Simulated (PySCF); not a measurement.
# Working out the excitation energy of C²⁺

C²⁺ [He] 2s2 (1S) → C²⁺ [He] 2p2 (3P). All numbers are calculated (PySCF 2.14, the spin-free X2C one-electron Hamiltonian (Gaussian nucleus), in x2c-QZVPPall (7s4p3d2f1g, 57 functions)). Frozen: nothing. Energies in hartree (1 hartree = 27.21139 eV):

```tsv
part	C²⁺ (lower)	C²⁺ (upper)
UHF	-36.423673	-35.857353
MP2 opposite-spin	-0.062967	-0.019378
MP2 same-spin	-0.000810	-0.010189
```

Q: What does Hartree-Fock give?

A: (-35.857353) − (-36.423673) = 0.566320 hartree = 15.410 eV.

Q: What do MP2 and SCS-MP2 (6/5 opposite-spin, 1/3 same-spin) give?

A: The opposite-spin parts differ by 1.186 eV and the same-spin parts by -0.255 eV. MP2: 15.410 + (1.186) + (-0.255) = 16.341 eV. SCS-MP2: 15.410 + 1.2 × (1.186) + (-0.255)/3 = 16.748 eV.
